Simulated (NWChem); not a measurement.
System: SiN3H7; SMILES N[SiH](N)N

The following NWChem deck was run.

```
start job
memory heap 200 mb stack 900 mb global 1100 mb
geometry units angstroms noautosym nocenter noautoz
  Si    -0.008279     0.037259     0.324979
  N     -0.129947     1.663379    -0.255949
  N      1.243783    -1.049609    -0.172835
  N     -1.455603    -0.711833    -0.237146
  H      0.245149     0.209487     1.792001
  H      0.428367     2.393702     0.169891
  H     -0.290437     1.850693    -1.239512
  H      2.150159    -1.013426     0.278414
  H      1.328313    -1.332232    -1.143024
  H     -2.335263    -0.213646    -0.174197
  H     -1.578127    -1.711374    -0.128118
end
basis spherical
  * library pcsseg-1
end
dft
  xc kt2
  iterations 150
end
property
  shielding 7 1 2 4 5 6 7 10
end
task dft property
```

Parts of the log:

```
             Northwest Computational Chemistry Package (NWChem) 7.3.0
             --------------------------------------------------------

                             Geometry "geometry" -> ""
                             -------------------------

 Output coordinates in angstroms (scale by  1.889725989 to convert to a.u.)

  No.       Tag          Charge          X              Y              Z
 ---- ---------------- ---------- -------------- -------------- --------------
    1 Si                  14.0000    -0.00827900     0.03725900     0.32497900
    2 N                    7.0000    -0.12994700     1.66337900    -0.25594900
    3 N                    7.0000     1.24378300    -1.04960900    -0.17283500
    4 N                    7.0000    -1.45560300    -0.71183300    -0.23714600
    5 H                    1.0000     0.24514900     0.20948700     1.79200100
    6 H                    1.0000     0.42836700     2.39370200     0.16989100
    7 H                    1.0000    -0.29043700     1.85069300    -1.23951200
    8 H                    1.0000     2.15015900    -1.01342600     0.27841400
    9 H                    1.0000     1.32831300    -1.33223200    -1.14302400
   10 H                    1.0000    -2.33526300    -0.21364600    -0.17419700
   11 H                    1.0000    -1.57812700    -1.71137400    -0.12811800

 Effective nuclear repulsion energy (a.u.)     184.1407622314

                              NWChem Property Module
                              ----------------------

  itol2e modified to match energy
  convergence criterion.

                                 NWChem DFT Module
                                 -----------------

 Summary of "ao basis" -> "ao basis" (spherical)
 ------------------------------------------------------------------------------
       Tag                 Description            Shells   Functions and Types
 ---------------- ------------------------------  ------  ---------------------
 Si                         pcsseg-1                10       24   4s5p1d
 N                          pcsseg-1                 7       17   3s3p1d
 H                          pcsseg-1                 3        5   2s1p

  itol2e modified to match energy
  convergence criterion.

            General Information
            -------------------
          SCF calculation type: DFT
          Wavefunction type:  closed shell.
          No. of atoms     :    11
          No. of electrons :    42
           Alpha electrons :    21
            Beta electrons :    21
          Charge           :     0
          Spin multiplicity:     1
          Use of symmetry is: off; symmetry adaption is: off
          Maximum number of iterations: 150
          AO basis - number of functions:   110
                     number of shells:    52
          Convergence on energy requested:  1.00D-07
          Convergence on density requested:  1.00D-05
          Convergence on gradient requested:  5.00D-04

              XC Information
              --------------
                          KT2 Method XC Functional
                        Slater Exchange Functional  1.072 local
                           KT1 gradient correction  1.000 non-local
            Perdew 1991 LDA Correlation Functional  0.577 local

             Grid Information
             ----------------
          Grid used for XC integration:  fine
          Radial quadrature: Mura-Knowles
          Angular quadrature: Lebedev.
          Tag              B.-S. Rad. Rad. Pts. Rad. Cut. Ang. Pts.
          ---              ---------- --------- --------- ---------
          Si                  1.10      123           9.0       770
          N                   0.65       70          11.0       590
          H                   0.35       60          12.0       590
          Grid pruning is: on
          Number of quadrature shells:   753
          Spatial weights used:  Erf1

      Superposition of Atomic Density Guess
      -------------------------------------

 Sum of atomic energies:        -455.15982505

      Non-variational initial energy
      ------------------------------

 Total energy =    -457.209330
 1-e energy   =    -990.033333
 2-e energy   =     348.683241
 HOMO         =      -0.348108
 LUMO         =       0.044726

   convergence    iter        energy       DeltaE   RMS-Dens  Diis-err
 ---------------- ----- ----------------- --------- --------- ---------
 d= 0,ls=0.0,diis     1   -463.0798404845 -6.47D+02  1.11D-02  9.00D-01
 d= 0,ls=0.0,diis     2   -463.0350946472  4.47D-02  7.78D-03  1.19D+00
 d= 0,ls=0.0,diis     3   -463.1533771337 -1.18D-01  1.75D-03  8.96D-02
 d= 0,ls=0.0,diis     4   -463.1627419067 -9.36D-03  3.38D-04  1.62D-03
 d= 0,ls=0.0,diis     5   -463.1628076588 -6.58D-05  1.48D-04  7.45D-04
  Resetting Diis
 d= 0,ls=0.0,diis     6   -463.1628887308 -8.11D-05  1.26D-05  2.41D-06
 d= 0,ls=0.0,diis     7   -463.1628889934 -2.63D-07  7.83D-06  2.27D-07
 d= 0,ls=0.0,diis     8   -463.1628889912  2.19D-09  4.02D-06  2.48D-07

         Total DFT energy =     -463.162888991169
      One electron energy =     -996.424944535678
           Coulomb energy =      398.769910883106
    Exchange-Corr. energy =      -49.648617569981
 Nuclear repulsion energy =      184.140762231383

 Numeric. integr. density =       41.999998185872

                       DFT Final Molecular Orbital Analysis
                       ------------------------------------

 Vector   19  Occ=2.000000D+00  E=-2.360898D-01
              MO Center=  4.2D-01,  2.4D-01, -8.8D-02, r^2= 3.3D+00
   Bfn.  Coefficient  Atom+Function         Bfn.  Coefficient  Atom+Function
  ----- ------------  ---------------      ----- ------------  ---------------
    34      0.265652   2 N  px               31      0.233572   2 N  px
    52      0.211743   3 N  py               27     -0.191152   2 N  s
    44     -0.191507   3 N  s                49      0.184824   3 N  py
    51      0.156915   3 N  px               48      0.139605   3 N  px
    53     -0.139055   3 N  pz               36     -0.134191   2 N  pz

 Vector   20  Occ=2.000000D+00  E=-2.102694D-01
              MO Center= -1.1D+00, -5.4D-01, -1.2D-01, r^2= 2.1D+00
   Bfn.  Coefficient  Atom+Function         Bfn.  Coefficient  Atom+Function
  ----- ------------  ---------------      ----- ------------  ---------------
    70      0.460571   4 N  pz               67      0.394295   4 N  pz
    77     -0.233701   5 H  s                64      0.201447   4 N  pz
    76     -0.163595   5 H  s                 4      0.111252   1 Si s
    52      0.101390   3 N  py               34      0.099366   2 N  px
    19      0.093451   1 Si pz               49      0.083889   3 N  py

 Vector   21  Occ=2.000000D+00  E=-1.962871D-01
              MO Center=  4.8D-01,  2.7D-01, -1.7D-01, r^2= 3.4D+00
   Bfn.  Coefficient  Atom+Function         Bfn.  Coefficient  Atom+Function
  ----- ------------  ---------------      ----- ------------  ---------------
    52     -0.345447   3 N  py               34      0.320753   2 N  px
    49     -0.289965   3 N  py               31      0.275893   2 N  px
    35     -0.155771   2 N  py               46     -0.148413   3 N  py
    28      0.140346   2 N  px               32     -0.122143   2 N  py
    53      0.115309   3 N  pz               50      0.105228   3 N  pz

 Vector   22  Occ=0.000000D+00  E= 1.636752D-02
              MO Center= -1.0D-01, -3.2D-02, -4.7D-01, r^2= 7.8D+00
   Bfn.  Coefficient  Atom+Function         Bfn.  Coefficient  Atom+Function
  ----- ------------  ---------------      ----- ------------  ---------------
    61      0.676241   4 N  s                27      0.619003   2 N  s
    44      0.617861   3 N  s               102     -0.459038  10 H  s
   107     -0.458451  11 H  s                82     -0.451117   6 H  s
    92     -0.450600   8 H  s                87     -0.435418   7 H  s
    97     -0.434789   9 H  s                60      0.171708   4 N  s

 Vector   23  Occ=0.000000D+00  E= 4.196419D-02
              MO Center=  7.5D-01,  4.1D-01, -2.3D-01, r^2= 7.1D+00
   Bfn.  Coefficient  Atom+Function         Bfn.  Coefficient  Atom+Function
  ----- ------------  ---------------      ----- ------------  ---------------
    27      0.894471   2 N  s                44     -0.891844   3 N  s
    82     -0.518754   6 H  s                92      0.518285   8 H  s
    87     -0.495377   7 H  s                97      0.493970   9 H  s
    18     -0.431596   1 Si py               17      0.212625   1 Si px
    15     -0.170494   1 Si py               26      0.160661   2 N  s

 Vector   24  Occ=0.000000D+00  E= 4.377707D-02
              MO Center= -4.0D-01, -1.7D-01,  2.2D-01, r^2= 6.4D+00
   Bfn.  Coefficient  Atom+Function         Bfn.  Coefficient  Atom+Function
  ----- ------------  ---------------      ----- ------------  ---------------
    61      0.939417   4 N  s                17      0.678381   1 Si px
   102     -0.391839  10 H  s               107     -0.392134  11 H  s
    44     -0.371165   3 N  s                27     -0.363165   2 N  s
    18      0.340139   1 Si py               92      0.283750   8 H  s
    82      0.277946   6 H  s                34     -0.240492   2 N  px

     Multipole analysis of the density
     ---------------------------------

     L   x y z        total         alpha         beta         nuclear
     -   - - -        -----         -----         ----         -------
     0   0 0 0      0.000000    -21.000000    -21.000000     42.000000

[...]

          -----------------------------------------
          Chemical Shielding Tensors (GIAO, in ppm)
          -----------------------------------------

                                NWChem CPHF Module
                                ------------------

  scftype          =     RHF
  nclosed          =       21
  nopen            =        0
  variables        =     1869
  # of vectors     =        3
  tolerance        = 0.10D-03
  level shift      = 0.00D+00
  max iterations   =       50
  max subspace     =       30

 SCF residual:    7.3989492460336140E-005

Iterative solution of linear equations
  No. of variables     1869
  No. of equations        3
  Maximum subspace       30
        Iterations       50
       Convergence  1.0D-04

   iter   nsub   residual    time
   ----  ------  --------  ---------
     1      3    1.63D-05      72.3

      Atom:    1  Si
        Diamagnetic
    885.4572     -0.9858      1.1064
     -0.9858    886.9735      0.3632
      1.1064      0.3632    881.1581

        Paramagnetic
   -456.5410     17.6897    -37.9947
     17.6897   -485.1746    -19.5409
    -37.9947    -19.5409   -508.0004

        Total Shielding Tensor
    428.9162     16.7039    -36.8882
     16.7039    401.7990    -19.1777
    -36.8882    -19.1777    373.1577

           isotropic =     401.2910
          anisotropy =      84.1313

          Principal Components and Axis System
                 1           2           3
              457.3785    393.8781    352.6162

      1         0.8052     -0.4506      0.3855
      2         0.3947      0.8924      0.2186
      3        -0.4426     -0.0239      0.8964

      Atom:    2  N
        Diamagnetic
    306.3446      4.8074      6.6998
      4.8074    331.2773     -4.9796
      6.6998     -4.9796    320.0062

        Paramagnetic
   -101.1187     -1.7818     -0.2172
     -1.7818    -82.2182    -17.0921
     -0.2172    -17.0921    -93.4649

        Total Shielding Tensor
    205.2259      3.0256      6.4825
      3.0256    249.0591    -22.0717
      6.4825    -22.0717    226.5414

           isotropic =     226.9421
          anisotropy =      53.4706

          Principal Components and Axis System
                 1           2           3
              262.5892    217.2278    201.0094

      1        -0.0143      0.5091      0.8606
      2         0.8516      0.4572     -0.2564
      3        -0.5240      0.7292     -0.4401

      Atom:    3  N
        Diamagnetic
    329.5964      4.5047      6.9697
      4.5047    323.4759      2.8871
      6.9697      2.8871    300.4166

        Paramagnetic
    -66.9729     -5.0357      5.8606
     -5.0357    -59.2147      1.5384
      5.8606      1.5384   -102.4841

        Total Shielding Tensor
    262.6234     -0.5310     12.8303
     -0.5310    264.2612      4.4255
     12.8303      4.4255    197.9325

           isotropic =     241.6057
          anisotropy =      35.4173

          Principal Components and Axis System
                 1           2           3
              265.2172    264.4054    195.1944

      1         0.8872     -0.4218     -0.1870
      2         0.4174      0.9065     -0.0642
      3         0.1966     -0.0211      0.9803

      Atom:    4  H
        Diamagnetic
     24.2776     -0.1146      2.8532
     -0.1146     24.6647      1.8690
      2.8532      1.8690     38.8234

        Paramagnetic
     -0.8539     -0.1358     -1.8824
     -0.1358     -0.8054     -1.1363
     -1.8824     -1.1363     -7.0637

        Total Shielding Tensor
     23.4237     -0.2505      0.9707
     -0.2505     23.8593      0.7327
      0.9707      0.7327     31.7597

           isotropic =      26.3476
          anisotropy =       8.3766

          Principal Components and Axis System
                 1           2           3
               31.9320     23.9664     23.1444

      1         0.1104     -0.4577      0.8822
      2         0.0864      0.8887      0.4502
      3         0.9901     -0.0265     -0.1377

      Atom:    5  H
        Diamagnetic
     27.3471      7.9513      4.6768
      7.9513     39.2659      4.6534
      4.6768      4.6534     27.0220

        Paramagnetic
      0.9303     -2.2098     -1.8698
     -2.2098     -2.8908     -0.6969
     -1.8698     -0.6969      0.5485

        Total Shielding Tensor
     28.2774      5.7415      2.8071
      5.7415     36.3751      3.9566
      2.8071      3.9566     27.5705

           isotropic =      30.7410
          anisotropy =      15.4874

          Principal Components and Axis System
                 1           2           3
               41.0659     26.2702     24.8868

      1         0.4462      0.3506      0.8234
      2         0.8295     -0.5074     -0.2334
      3         0.3360      0.7872     -0.5172

      Atom:    6  H
        Diamagnetic
     22.9645     -0.1137      3.8530
     -0.1137     29.5258     -6.3354
      3.8530     -6.3354     40.9487

        Paramagnetic
      2.4087     -0.0188     -1.3000
     -0.0188     -0.7666      1.4958
     -1.3000      1.4958     -3.0084

        Total Shielding Tensor
     25.3732     -0.1325      2.5530
     -0.1325     28.7592     -4.8396
      2.5530     -4.8396     37.9403

           isotropic =      30.6909
          anisotropy =      14.5700

          Principal Components and Axis System
                 1           2           3
               40.4042     27.0498     24.6187

      1         0.1581      0.3847      0.9094
      2        -0.3805      0.8736     -0.3034
      3         0.9112      0.2980     -0.2845

      Atom:    7  H
        Diamagnetic
     42.7567     -5.4187      0.9984
     -5.4187     28.7740      0.5786
      0.9984      0.5786     21.2880

        Paramagnetic
     -3.0782      0.3275     -0.8780
      0.3275      0.8909     -0.5105
     -0.8780     -0.5105      2.5016

        Total Shielding Tensor
     39.6785     -5.0913      0.1203
     -5.0913     29.6649      0.0681
      0.1203      0.0681     23.7896

           isotropic =      31.0443
          anisotropy =      16.1526

          Principal Components and Axis System
                 1           2           3
               41.8128     27.5343     23.7860

      1         0.9223      0.3862     -0.0156
      2        -0.3865      0.9219     -0.0251
      3         0.0047      0.0292      0.9996
```

Level: KT2/pcSseg-1, GIAO. Geometry: optimised at PBE0/def2-SVP. The output numbers the shielded atoms by their place in the input's list. The printed shielding anisotropy is the first printed principal value minus the mean of the other two.
